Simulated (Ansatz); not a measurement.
`F[SiH]([SiH3])C[SiH3]` + PH₃ → `F[SiH]([SiH3])P` + `C[SiH3]`  (ligand exchange at the Si–C bond)

Calculated with Ansatz (gas phase, PBE0-D4/def2-TZVP geometries, no zero-point term in ΔE). CCSD(T)/CBS adds triple-zeta CCSD(T) − MP2 to the extrapolated MP2 energy (def2 sets, frozen cores). This one scheme is used for every species. DFT in def2-TZVPP. B3LYP here is the variant with VWN-RPA as its local correlation; programs differ in this. One conformer a species, not always the lowest.

`F[SiH]([SiH3])C[SiH3]`:

Z-matrix (Å, degrees):
```
Si
Si 1 2.346
C 1 1.859 2 112.5
F 1 1.610 2 108.3 3 120.6
H 1 1.488 2 110.5 3 -122.7
H 2 1.489 1 109.3 3 70.0
H 2 1.488 1 110.6 3 -49.5
H 2 1.487 1 110.4 3 -170.3
Si 3 1.876 1 114.4 2 -55.6
H 3 1.095 1 109.0 2 65.5
H 3 1.096 1 108.7 2 -177.6
H 9 1.487 3 110.5 1 -51.7
H 9 1.486 3 110.7 1 -172.2
H 9 1.487 3 109.8 1 67.8
```

PH₃:

```xyz
4

P    -0.190   -0.459   -0.301
H     1.122    0.066   -0.437
H    -0.138   -0.431    1.118
H    -0.794    0.824   -0.381
```

`F[SiH]([SiH3])P`:

Cartesian coordinates in Å:
```
F 1.481 -0.304 1.814
Si 0.922 0.254 0.412
Si -0.390 -1.402 -0.595
P -0.191 2.168 0.820
H 2.097 0.613 -0.429
H -0.858 -0.878 -1.907
H 0.367 -2.663 -0.816
H -1.573 -1.683 0.261
H -1.448 1.533 1.014
H -0.407 2.361 -0.574
```

`C[SiH3]`:

```xyz
8

C    -0.621    0.517   -0.567
Si    0.556   -0.463    0.507
H    -1.471   -0.097   -0.872
H    -0.118    0.873   -1.468
H    -1.006    1.385   -0.027
H    -0.132   -0.949    1.734
H     1.711    0.377    0.924
H     1.082   -1.644   -0.230
```

```
             level  ΔE (kJ/mol)  difference from CCSD(T)/CBS
            PBE-D4        -20.0                         -8.8
         r2SCAN-D4        -16.5                         -5.3
           PBE0-D4        -16.9                         -5.7
          B3LYP-D4        -13.3                         -2.1
           ωB97X-V        -10.8                          0.4
           ωB97M-V         -8.7                          2.5
            B2PLYP        -14.5                         -3.3
               PBE        -23.5                        -12.3
            r2SCAN        -17.7                         -6.5
              PBE0        -20.2                         -9.0
             B3LYP        -18.7                         -7.5
     HF/def2-TZVPP        -11.3                         -0.1
    MP2/def2-TZVPP         -8.4                          2.8
SCS-MP2/def2-TZVPP         -7.7                          3.5
   CCSD/def2-TZVPP         -7.9                          3.3
CCSD(T)/def2-TZVPP         -8.3                          2.9
     HF/def2-QZVPP        -11.2                          0.0
    MP2/def2-QZVPP        -10.0                          1.2
SCS-MP2/def2-QZVPP         -9.4                          1.8
      HF/CBS(def2)        -11.2                          0.0
     MP2/CBS(def2)        -11.2                          0.0
    CCSD/CBS(def2)        -10.8                          0.4
       CCSD(T)/CBS        -11.2                            0
```

Largest T1 diagnostic among the species: 0.014.

The D4 term adds +5.4 kJ/mol with B3LYP and +3.3 kJ/mol with PBE0; it sums over pairs of atoms, weighted by their polarisabilities, and B3LYP, whose exchange is more repulsive, gets the larger term. From PBE to PBE0 (25 % exact exchange), in def2-TZVPP and without D4, ΔE moves by +3.3 kJ/mol.
